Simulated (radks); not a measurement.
Isoelectronic series with 2 electrons, all held in the configuration [He], which need not be the ground one along the series. Calculated with a radial shooting solver on a logarithmic mesh with Libxc functionals: scalar-relativistic Kohn-Sham, LDA (Slater exchange, Perdew-Wang correlation), spin-polarised, spherical densities, finite nucleus; Fermi nuclear charge, rms radius of each element as measured or else 0.836 A^(1/3) + 0.57 fm. Total energies (hartree) and orbital eigenvalues (hartree):

| ion | E (hartree) | 1s |
|---|---|---|
| He | -2.83459 | -0.57027 |
| B3+ | -21.74910 | -8.42270 |
| O6+ | -58.67502 | -25.27622 |
| Si12+ | -186.85349 | -86.13051 |
| Cl15+ | -278.30011 | -130.2252 |
| Ca18+ | -388.15806 | -183.5159 |
| V21+ | -516.59247 | -246.0832 |
| Fe24+ | -663.79841 | -318.0227 |
| Cu27+ | -830.00248 | -399.4457 |
| Ge30+ | -1015.46440 | -490.4799 |
| Br33+ | -1220.48041 | -591.2711 |
| Sr36+ | -1445.38400 | -701.9838 |
| Nb39+ | -1690.54868 | -822.8020 |
| Ru42+ | -1956.39154 | -953.9317 |
| Ag45+ | -2243.38272 | -1095.605 |
| Sn48+ | -2552.03700 | -1248.076 |
| I51+ | -2882.93205 | -1411.629 |
| Ba54+ | -3236.7080 | -1586.582 |
| Pr57+ | -3614.0790 | -1773.287 |
